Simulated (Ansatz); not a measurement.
`F[Si@@H](Cl)[Si@@H](F)Cl` → `F[SiH](F)Cl` + `[SiH]Cl` at 400 K and 1 bar (silylene formation by 1,1-elimination).

Program: Ansatz. Geometries: PBE0-D4/def2-TZVP. ΔE: electronic, gas phase. CBS: MP2 limit from def2 TZ/QZ plus the TZ coupled-cluster correction, frozen cores. This one scheme is used for every species. Each species was taken in one conformer, which may not be the lowest.

```json
{"species": "`F[Si@@H](Cl)[Si@@H](F)Cl`", "CCSD(T)/CBS energy (Eh)": "-1698.73389", "H − E (kJ/mol)": "110.2", "S (J/(mol·K))": "429.6"}
{"species": "`F[SiH](F)Cl`", "CCSD(T)/CBS energy (Eh)": "-949.23245", "H − E (kJ/mol)": "65.7", "S (J/(mol·K))": "320.7"}
{"species": "`[SiH]Cl`", "CCSD(T)/CBS energy (Eh)": "-749.43948", "H − E (kJ/mol)": "35.1", "S (J/(mol·K))": "263.9"}
```

H − E and S are ideal-gas, rigid-rotor, harmonic terms from PBE0-D4/def2-TZVP, for one conformer and one mirror image of each species. 1 Eh = 2625.50 kJ/mol, R = 8.31446 J/(mol·K).

By hand: ΔE, ΔH, ΔS and ΔG.

ΔE = (-949.23245) + (-749.43948) − (-1698.73389) = 0.06196 Eh = 162.7 kJ/mol. Δ(H − E) = 65.7 + 35.1 − 110.2 = -9.4, so ΔH = 153.3 kJ/mol. ΔS = 320.7 + 263.9 − 429.6 = 155.0 J/(mol·K). ΔG = 153.3 − 400 × (155.0)/1000 = 91.3 kJ/mol.

By hand: the equilibrium constant, and the temperature at which ΔG would vanish if ΔH and ΔS stayed fixed.

log₁₀ K = −ΔG/(RT ln 10) = -11.9. ΔG = 0 at ΔH/ΔS = 989 K.

The number of gas molecules changes by +1, which sets the sign of ΔS. A doubt of 5 kJ/mol in ΔE shifts log₁₀ K by 0.7 here. Other conformers and mirror images would add mixing entropy, several J/(mol·K) or more a flexible species. Modes under 60 cm⁻¹, often nearly free rotors, make the harmonic entropy too high. These are equilibria of isolated gas molecules and say nothing of rates. Largest T1 diagnostic: 0.013 (customary marks: 0.02 for closed shells, 0.045 for open ones).
